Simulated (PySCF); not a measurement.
# Zinc: a sound run and one with changed settings

Sound run: Zn⁺ [Ar] 3d10 4s1, Zn²⁺ [Ar] 3d10. All numbers are calculated (PySCF 2.14, the non-relativistic Hamiltonian (point nucleus), in 6-31G* (5s4p2d1f, 34 functions)). The sound run starts from symmetry-adapted Hartree-Fock orbitals and uses a fine grid where one is needed.

Changed run: 6 angular points. This setting is unsound on purpose.

```
species  method  sound run (hartree)  changed run (hartree)  converged
    Zn⁺     UHF          -1777.20913            -1777.20913        yes
    Zn⁺   M06-L          -1778.65268            -1782.62932         no
    Zn⁺   B3LYP          -1778.75794            -1780.60240        yes
   Zn²⁺     UHF          -1776.61041            -1776.61041        yes
   Zn²⁺   M06-L          -1778.04806            -1782.09838        yes
   Zn²⁺   B3LYP          -1778.10500            -1779.95802        yes
```

Ionisation energy of Zn⁺:

| method | sound run (eV) | changed run (eV) |
| --- | --- | --- |
| UHF | 16.292 | 16.292 |
| B3LYP | 17.767 | 17.535 |

A coarse angular grid integrates products of high-l functions wrongly, so density functionals can shift, and the SCF can exploit the error; Hartree-Fock and MP2 need no grid.

For comparison, NIST gives 17.964 eV between the lowest levels.
